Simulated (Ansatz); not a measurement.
input.yaml

```yaml
crystal:
  periodic: [false, false, false]
  atoms:
    - { symbol: C, position_ang: [-0.31102, 1.385144, -0.446382] }
    - { symbol: "N", position_ang: [0.036001, -0.01568, -0.307441] }
    - { symbol: C, position_ang: [0.353977, -0.644459, 0.973552] }
    - { symbol: Si, position_ang: [-0.90687, -1.646266, -0.488473] }
    - { symbol: H, position_ang: [-0.564873, 1.612394, -1.493191] }
    - { symbol: H, position_ang: [0.527963, 2.034097, -0.1419] }
    - { symbol: H, position_ang: [-1.184931, 1.630416, 0.192218] }
    - { symbol: H, position_ang: [1.364801, -0.45671, 1.379642] }
    - { symbol: H, position_ang: [0.882722, -1.043253, -0.170523] }
    - { symbol: H, position_ang: [-0.392535, -0.624339, 1.792767] }
    - { symbol: H, position_ang: [0.260065, -2.288444, -1.269569] }
magnetization:
  spin_polarized: true
basis:
  gaussian: { orbitals: def2-SVP }
hamiltonian:
  xc: b3lyp
md:
  timestep: 0.5
  n_steps: 200
  ensemble: nve
  temperature: 100.0
  initial_velocities: maxwell_boltzmann
  seed: 11850
```

Launched with:

```bash
$ ansatz run input.yaml --threads 2 --pin off --max-ram 3072MiB --backend cpu --events-out ev --progress --plain --runs-dir out
```

Hardware: 2 threads of Arm Neoverse V1, on a shared host.

Task: Roughly how long does this run take, and how much memory?

Result: 11 min, with a peak of 0.26 GiB, for 201 ionic steps.
